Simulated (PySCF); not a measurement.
# One molecule, several mistakes: FH3OSi2

These are calculations, not measurements. They come from PySCF 2.14.0, an open-source quantum chemistry program, on an isolated molecule that a program drew, which may never have been made. The molecule is FH3OSi2 (charge 0, singlet), drawn as the SMILES string `O[SiH2][Si]F`.

Each row is a Hartree-Fock (HF) and frozen-core CCSD(T) single point in the cc-pV(D+d)Z basis, meant for a local HF minimum. Run 1 is clean. Each other run has one planted mistake out of seven kinds, and not every kind appears here: one electron removed, one electron added, multiplicity raised by two, geometry at a saddle point, minimal basis STO-3G, one bond length entered in bohr, all coordinates scaled. The reference is restricted for singlets and unrestricted otherwise, and also for a bond in bohr. Adding or removing an electron swaps singlet and doublet. Electrons count all cores. HOMO and LUMO are orbital energies over both spins, the gradient is its largest component, and the lowest frequency (negative if imaginary) is given only where the gradient is small. Bond lengths are over the 6 bonds as drawn. T1 is the CCSD diagnostic: over 0.02 (restricted) or 0.045 (unrestricted) a single reference is doubtful.

Geometry of the clean run:
```xyz
7
FH3OSi2, angstrom
O    -0.0741    1.0032   -3.1022
Si   -0.8987    0.2105   -1.8968
Si   -0.0189    1.0511    0.2090
F    -0.9882    0.1211    1.1494
H    -0.2740    0.8082   -4.0057
H    -0.7077   -1.2606   -2.0097
H    -2.3609    0.4614   -2.0078
```

| run | electrons | basis functions | <S^2> | HOMO (eV) | LUMO (eV) | gradient (hartree/bohr) | lowest frequency (cm^-1) | mean bond (Å) | longest bond (Å) | T1 | HF (hartree) | CCSD(T) (hartree) | mistake |
|---|---|---|---|---|---|---|---|---|---|---|---|---|---|
| 1 | 48 | 89 | 0.000 | -8.57 | 0.43 | 3.6e-05 | 50 | 1.6091 | 2.432 | 0.0155 | -753.96341 | -754.56332 | no fault |
| 2 | 48 | 31 | 0.000 | -5.41 | 5.78 | 4.1e-02 | - | 1.6091 | 2.432 | 0.0186 | -744.79861 | -744.96148 | minimal basis STO-3G |
| 3 | 48 | 89 | 1.176 | -9.24 | 0.41 | 1.9e-02 | - | 1.7494 | 2.432 | 0.0762 | -753.83287 | -754.42064 | ? |
| 4 | 48 | 89 | 2.016 | -7.89 | 0.04 | 1.7e-02 | - | 1.6091 | 2.432 | 0.0200 | -753.93936 | -754.51851 | ? |

**Which mistake was planted in run 3, and what did it cost?**

The mean bond changes by a factor of 1.087 and the longest by 1.000, so the molecule wasn't scaled as a whole. A length L in bohr read as angstrom grows by (1/0.5292 - 1) L = 0.890 L. The 6 bonds together grew by 6 x 0.1403 = 0.842 Å, which gives L = 0.946 Å. That is bond O1-H5, 0.946 Å in the clean geometry. So the mistake is: one bond length entered in bohr. Subtracting run 1 and multiplying by 627.51 kcal/mol a hartree, the energy moved by 81.9 kcal/mol in HF and 89.5 kcal/mol in CCSD(T).

**Which mistake was planted in run 4, and what did it cost?**

Electrons, basis and geometry are unchanged, and <S^2> is 2.016, beside S(S+1) = 2.00 for a multiplicity of 3. So the mistake is: multiplicity raised by two. Subtracting run 1 and multiplying by 627.51 kcal/mol a hartree, the energy moved by 15.1 kcal/mol in HF and 28.1 kcal/mol in CCSD(T).

Cautions from the logs. Run 3: T1 is over the limit, so its CCSD(T) energy is less reliable.
